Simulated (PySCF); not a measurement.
## From computed data to an observable: chemical shift, span and skew from a shielding tensor

C2H4ClNSi, SMILES Cl[Si@H]1C=NC1. Atoms are numbered in the order given.

```xyz
9

Cl     1.9572    -0.2195    -0.2133
Si     0.0663     0.1456     0.5470
C     -1.1922     1.1430    -0.4230
N     -2.0585     0.1946    -0.4824
C     -1.3833    -0.9941     0.0890
H      0.2476     0.5101     1.9827
H     -1.4103     2.1465    -0.8127
H     -1.9842    -1.4773     0.8756
H     -1.1909    -1.7412    -0.6969
```

Coordinates come from a PBE0-D3(BJ)/def2-SVP optimisation. The structure was generated by enumeration; whether it is a known compound was not checked.

GIAO shieldings from PBE0/pcSseg-1 (PySCF), non-relativistic, no solvent. The symmetric part of the tensor of Si2 has the principal values 305.1, 322.4, 406.7 ppm. The same nucleus in TMS has σ = 352.7 ppm at this level (PySCF, at its B3LYP-D3(BJ)/def2-TZVP geometry). Without spin–orbit terms, shifts of atoms bonded to Cl or Br come out too high.

Problem. Work out the isotropic shielding, the ²⁹Si shift against TMS, the span and the skew.

Solution. 
σ(iso) = (σ11 + σ22 + σ33)/3 = 344.7 ppm. δ = σ(ref) − σ(iso) = 352.7 − (344.7) = 8.0 ppm.
Span Ω = σ33 − σ11 = 101.6 ppm. Skew κ = 3(σ(iso) − σ22)/Ω = 0.66. Tumbling in solution averages the tensor to δ; in a static solid the shielding alone would spread this spin-1/2 line over Ω.
